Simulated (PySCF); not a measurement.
All values below come from B3LYP-D3(BJ)/def2-TZVP // TPSS-D3(BJ)/def2-SVP (PySCF). Isolated molecules, 0 K electronic values unless said otherwise. B3LYP has the VWN-RPA correlation part, as in Gaussian. 

Reference species: [Ti(Br)(H)3] (neutral, multiplicity 1).

```json
{
  "HOMO–LUMO gap": "5.37 eV",
  "mean_distance_from_the_central_atom_to_its_bonded_neighbours": "1.850 Å",
  "coordination_number": "4"
}
```

After one change: the HOMO–LUMO gap drops by 0.85 eV; the mean distance from the central atom to its bonded neighbours rises by 0.476 Å; the coordination number stays essentially unchanged.

### Question
Which change was made? The new species is one of these.
A. [Ti(Br)2(H)2]
B. [Ti(Br)4]
C. [Ti(H)4]

### Answer
B, [Ti(Br)4]
